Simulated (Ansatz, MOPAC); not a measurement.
Pair of molecules: HF (SMILES F) (first 2 atoms) with CH4O (SMILES CO); geometry from B3LYP-D3(BJ)/def2-TZVP, rigid monomers moved along the line of their centres of mass till H2···O4 is 2.95 Å.
(charge 0, multiplicity 1):
```xyz
8

F      0.0851     0.0129     0.2358
H     -0.2159    -0.0603     1.1336
C      0.4696     0.4311     4.8274
O     -0.5998    -0.1286     4.0536
H      0.1979     0.4833     5.8835
H      0.6286     1.4382     4.4496
H      1.3913    -0.1428     4.7084
H     -0.7748    -1.0285     4.3490
```

Interaction energies are E(AB) − E(A) − E(B) at the monomers' geometry in the complex; basis-set methods are counterpoise corrected.

Correlated levels freeze the cores. CBS(a, b) extrapolates the correlation energy as X⁻³ and adds the Hartree–Fock energy of set b. The state that PM6 reach isn't checked.

Programs: Ansatz (Gaussian basis) for Hartree–Fock, density functionals and correlated methods; MOPAC for PM6 (differences of heats of formation). Each number belongs to the level named beside it.

### Question
Give the interaction energy at the level PM6.

### Answer
-1.6 kcal/mol

Ansatz is a program for electronic structure.
